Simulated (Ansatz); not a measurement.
Ansatz (a first-principles code) input (CCSD(T)/def2-SVPD):

Ansatz 0.2 input:
```yaml
crystal:
  periodic: [false, false, false]
  atoms:
    - {symbol: Ga, position_ang: [0.00000000, 0.00000000, 0.00000000]}
    - {symbol: I, position_ang: [-0.00000000, -0.00000000, -2.38685411]}
    - {symbol: I, position_ang: [0.00000000, 0.00000000, 2.38685411]}
basis:
  gaussian:
    orbitals: def2-SVPD
total_charge: 1
magnetization: {spin_polarized: false}
correlation: {method: ccsd_t, electrons: outside_noble_gas}
output: {forces: true}
```

End of the output:

```
cycle   3  -7.20633972 eV  change   -4.4e-2 eV  update   1.5e-2
cycle   4  -7.20304616 eV  change    3.3e-3 eV  update   3.8e-3
cycle   5  -7.20175898 eV  change    1.3e-3 eV  update   1.1e-3
cycle   6  -7.20167897 eV  change    8.0e-5 eV  update   3.1e-4
cycle   7  -7.20167858 eV  change    3.9e-7 eV  update   9.8e-5
cycle   8  -7.20169599 eV  change   -1.7e-5 eV  update   3.2e-5
cycle   9  -7.20169395 eV  change    2.0e-6 eV  update   9.6e-6
cycle  10  -7.20169164 eV  change    2.3e-6 eV  update   2.8e-6
perturbative correction -0.26792899 eV, -0.0098462089 hartree
the calculation of the forces begins
Total energy: -68475.34402649 eV, -2516.4224787182 hartree
Atom 0 at     0.000000     0.000000     0.000000 Å, force     0.000000     0.000000     0.000000 eV/Å
Atom 1 at    -0.000000    -0.000000    -2.386854 Å, force    -0.000000    -0.000000    -0.309003 eV/Å
Atom 2 at     0.000000     0.000000     2.386854 Å, force     0.000000     0.000000     0.309003 eV/Å
Dipole moment:    -0.000000    -0.000000    -0.000000 e Å
```

It need not be the lowest isomer of its formula.
